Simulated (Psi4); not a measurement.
C2H6N (SMILES [CH2-]CN), charge -1, singlet, geometry from GFN2-xTB (a gas-phase anion, which may not be bound at this level); BLYP/STO-3G (Psi4).

Input for Psi4:
```
memory 2 GB

molecule {
-1 1
  C     1.34206891   -0.30342750   -0.00661096
  C     0.14876589    0.55092354   -0.00453656
  N    -1.30721820   -0.07433856    0.00884616
  H     1.32777328   -0.97632740    0.89192972
  H     1.31633528   -0.98796197   -0.89606266
  H     0.10851373    1.19267402   -0.89918986
  H     0.11990906    1.20426517    0.88213160
  H    -1.32833243   -0.69336521    0.82186557
  H    -1.33868028   -0.70389088   -0.79571234
}

set basis sto-3g
set scf_type pk
set puream true
set d_convergence 1e-8
set dft_radial_points 99
set dft_spherical_points 590

energy('blyp')
print_variables()
```

The log (banner, timings and long lists left out):

```
   => Loading Basis Set <=

    Name: STO-3G
    Role: ORBITAL
    Keyword: BASIS

         ---------------------------------------------------------
                                   SCF
               by Justin Turney, Rob Parrish, Andy Simmonett
                          and Daniel G. A. Smith
                              RKS Reference
         ---------------------------------------------------------

  ==> Geometry <==

    Molecular point group: c1
    Full point group: C1

    Geometry (in Angstrom), charge = -1, multiplicity = 1:

       Center              X                  Y                   Z               Mass
    ------------   -----------------  -----------------  -----------------  -----------------
         C            1.346789197181    -0.325148935918    -0.006499814798    12.000000000000
         C            0.153486177181     0.529202104082    -0.004425414798    12.000000000000
         N           -1.302497912819    -0.096059995918     0.008957305202    14.003074004430
         H            1.332493567181    -0.998048835918     0.892040865202     1.007825032230
         H            1.321055567181    -1.009683405918    -0.895951514798     1.007825032230
         H            0.113234017181     1.170952584082    -0.899078714798     1.007825032230
         H            0.124629347181     1.182543734082     0.882242745202     1.007825032230
         H           -1.323612142819    -0.715086645918     0.821976715202     1.007825032230
         H           -1.333959992819    -0.725612315918    -0.795601194798     1.007825032230

  Running in c1 symmetry.

  Rotational constants: A =      1.12803  B =      0.29224  C =      0.26518 [cm^-1]
  Rotational constants: A =  33817.34156  B =   8761.28069  C =   7949.96667 [MHz]
  Nuclear repulsion =   74.542813780633708

  Charge       = -1
  Multiplicity = 1
  Electrons    = 26
  Nalpha       = 13
  Nbeta        = 13

  ==> Algorithm <==

  SCF Algorithm Type is PK.
  DIIS enabled.
  MOM disabled.
  Fractional occupation disabled.
  Guess Type is SAD.
  Energy threshold   = 1.00e-06
  Density threshold  = 1.00e-08
  Integral threshold = 1.00e-12

  ==> Primary Basis <==

  Basis Set: STO-3G
    Blend: STO-3G
    Number of shells: 15
    Number of basis functions: 21
    Number of Cartesian functions: 21
    Spherical Harmonics?: true
    Max angular momentum: 1

  ==> DFT Potential <==

   => LibXC <=

    Version 7.1.2
    S. Lehtola, C. Steigemann, M. J. T. Oliveira, and M. A. L. Marques,  SoftwareX 7, 1–5 (2018) (10.1016/j.softx.2017.11.002)

   => Composite Functional: BLYP <=

    BLYP GGA Exchange-Correlation Functional

    P.J. Stephens et. al., J. Phys. Chem., 98, 11623-11627, 1994
    B. Miehlich et. al., Chem. Phys. Lett., 157(3), 200-206 1989

    Deriv               =              1
    GGA                 =           TRUE
    Meta                =          FALSE

    Exchange Hybrid     =          FALSE
    MP2 Hybrid          =          FALSE

   => Exchange Functionals <=

    1.0000     XC_GGA_X_B88

   => Correlation Functionals <=

    1.0000     XC_GGA_C_LYP

   => LibXC Density Thresholds  <==

    XC_GGA_C_LYP:  1.00E-14
    XC_GGA_X_B88:  1.00E-15

   => Molecular Quadrature <=

    Radial Scheme          =       TREUTLER
    Pruning Scheme         =           NONE
    Nuclear Scheme         =       TREUTLER

    Blocking Scheme        =         OCTREE
    BS radius alpha        =              1
    Pruning alpha          =              1
    Radial Points          =             99
    Spherical Points       =            590
    Total Points           =         494484
    Total Blocks           =           3514
    Max Points             =            256
    Max Functions          =             21
    Weights Tolerance      =       1.00E-15

  ==> Integral Setup <==

  Using in-core PK algorithm.
   Calculation information:
      Number of atoms:                   9
      Number of AO shells:              15
      Number of primitives:             45
      Number of atomic orbitals:        21
      Number of basis functions:        21

      Integral cutoff                 1.00e-12
      Number of threads:                 1

  Performing in-core PK
  Using 53592 doubles for integral storage.
  We computed 7131 shell quartets total.
  Whereas there are 7260 unique shell quartets.

  ==> DiskJK: Disk-Based J/K Matrices <==

    J tasked:                  Yes
    K tasked:                   No
    wK tasked:                  No
    Schwarz Cutoff:          1E-12

  Minimum eigenvalue in the overlap matrix is 2.1921193434E-01.
  Reciprocal condition number of the overlap matrix is 9.1487300191E-02.
    Using symmetric orthogonalization.

  ==> Pre-Iterations <==

  SCF Guess: Superposition of Atomic Densities via on-the-fly atomic UHF (no occupation information).

   -------------------------
    Irrep   Nso     Nmo
   -------------------------
     A         21      21
   -------------------------
    Total      21      21
   -------------------------

  ==> Iterations <==

                        Total Energy        Delta E     RMS |[F,P]|

   @RKS iter SAD:  -131.17533090046214   -1.31175e+02   0.00000e+00
   @RKS iter   1:  -132.47668109346279   -1.30135e+00   1.44012e-02 DIIS/ADIIS
   @RKS iter   2:  -132.36874869581217    1.07932e-01   2.42113e-02 DIIS/ADIIS
   @RKS iter   3:  -132.53443257721369   -1.65684e-01   6.10796e-03 DIIS/ADIIS
   @RKS iter   4:  -132.54506545980888   -1.06329e-02   1.52785e-03 DIIS/ADIIS
   @RKS iter   5:  -132.54572559720430   -6.60137e-04   4.38063e-04 DIIS/ADIIS
   @RKS iter   6:  -132.54577966443514   -5.40672e-05   1.39290e-05 DIIS
   @RKS iter   7:  -132.54577976295275   -9.85176e-08   1.58449e-06 DIIS
   @RKS iter   8:  -132.54577976410476   -1.15202e-09   1.54715e-07 DIIS
   @RKS iter   9:  -132.54577976411619   -1.14255e-11   1.18538e-08 DIIS
   @RKS iter  10:  -132.54577976411616    2.84217e-14   7.60152e-10 DIIS
  Energy and wave function converged.

  ==> Post-Iterations <==

   Electrons on quadrature grid:
      Ntotal   =   26.0000002973 ; deviation = 2.973e-07

    Orbital Energies [Eh]
    ---------------------

    Doubly Occupied:

[...]
      13A      0.323821

    Virtual:

[...]
    Final Occupation by Irrep:
              A
    DOCC [    13 ]
    NA   [    13 ]
    NB   [    13 ]

  @RKS Final Energy:  -132.54577976411616

   => Energetics <=

    Nuclear Repulsion Energy =             74.5428137806337077
    One-Electron Energy =                -334.1023986693331835
    Two-Electron Energy =                 147.4250368859750040
    DFT Exchange-Correlation Energy =     -20.4112317613916758
    Empirical Dispersion Energy =           0.0000000000000000
    VV10 Nonlocal Energy =                  0.0000000000000000
    Total Energy =                       -132.5457797641161619

Computation Completed

Properties will be evaluated at   0.000000,   0.000000,   0.000000 [a0]

Properties computed using the SCF density matrix

 Multipole Moments:

 ------------------------------------------------------------------------------------
     Multipole            Electronic (a.u.)      Nuclear  (a.u.)        Total (a.u.)
 ------------------------------------------------------------------------------------

 L = 1.  Multiply by 2.5417464519 to convert [e a0] to [Debye]
 Dipole X            :         -1.4968315            0.2230013           -1.2738302
 Dipole Y            :          0.8656750           -1.0261890           -0.1605141
 Dipole Z            :          0.0039424            0.0052509            0.0091933
 Magnitude           :                                                    1.2839364

 ------------------------------------------------------------------------------------

  Variable Map:
  ----------------------------------------------------------------------------
[...]
  Array Variable Map:
  ----------------------------------------------------------------------------
[...]
[...]
```
